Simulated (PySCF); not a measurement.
MgI2, SMILES [I][Mg][I].

The structure is a stationary point at B3LYP-D3(BJ)/def2-TZVP. The def2 effective core potentials stand for the cores of I; spin–orbit coupling is left out.

Computed with B3LYP-D3(BJ)/def2-TZVP (PySCF 2.14.0).

Frequencies are harmonic and unscaled.

Modes within 1.5 cm⁻¹ of each other (mostly degenerate sets) share a row, with their intensities summed.

Computed harmonic wavenumbers and intensities:
| mode | ν (cm⁻¹) | IR (km/mol) | moving atoms (share of kinetic energy) |
|---|---|---|---|
| 1–2 | 80 | 39.6 | Mg 91 %, I 9 % |
| 3 | 138 | 0.0 | I 100 % |
| 4 | 455 | 130.9 | Mg 91 %, I 9 % |
